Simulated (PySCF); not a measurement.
# Exercise with solution: entropy of an ideal gas

iodine monochloride (ClI), SMILES ClI.

Coordinates come from a PBE-D3(BJ)/def2-TZVP optimisation. The def2 effective core potentials stand for the cores of I; spin–orbit coupling is left out.

PBE-D3(BJ)/def2-TZVP (PySCF) gives the harmonic wavenumbers 374 cm⁻¹ and the rotational temperature 0.1599 K. The molar mass is 162.35 g/mol, the symmetry number 1, the spin multiplicity 1.

Task: Work out the entropy at 298.15 K and 1 atm in the rigid-rotor, harmonic-oscillator model.

Result: 
Translation (Sackur–Tetrode at 1 atm): S = R[1.5 ln M + 2.5 ln T − 1.16487] = 172.2 J/(mol K).
Rotation: q = T/(σ θ) = 1860, S = R[ln q + 1] = 70.9 J/(mol K).
Vibration: with u = 1.4388 ν/T, each mode gives R[u/(e^u − 1) − ln(1 − e^−u)]:
```json
[
 {"ν (cm⁻¹)": "374", "modes": "1", "u": "1.80", "S (J/(mol K))": "4.45"}
]
```
These are all the modes. Sum 4.4 J/(mol K).
Spin: R ln 1 = 0.0 J/(mol K).
Total 247.6 J/(mol K); the program's own thermochemistry gives 247.6. Translation makes up 70 % and vibration 2 %. Anharmonicity, hindered rotation and orbital degeneracy are left out.
